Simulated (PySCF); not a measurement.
Correlation energy of I⁺ (iodine, charge +1)

[Kr] 4d10 5s2 5p4, high-spin 3P determinant. All numbers are calculated (PySCF 2.14, scalar relativity through the core potential, in def2-TZVP with the def2 core potential (28 electrons) (6s5p3d2f, 50 functions)). Frozen: 4s2 4p6 4d10; 6 electrons correlated.

MP2 pair energies summed by pair of shells (mhartree):

```
 pair  energy  share (%)
5s-5p  -40.44       46.2
5p-5p  -40.11       45.8
5s-5s   -7.00        8.0
```

Total MP2 correlation energy: -87.55 mhartree.

Same-spin part -19.63 and opposite-spin part -67.92 mhartree; SCS-MP2 scales them by 1/3 and 6/5 to -88.04 mhartree.

```
  level  correlation energy (mhartree)
   CCSD                        -105.22
    (T)                          -2.83
CCSD(T)                        -108.05
```

Diagnostics: T1 = 0.0075, D1 = 0.0231, largest double amplitude 0.049.

Task: Is a single reference adequate?

Result: Yes, within this model without spin-orbit coupling: T1 lies below 0.03 and no double amplitude reaches 0.07.
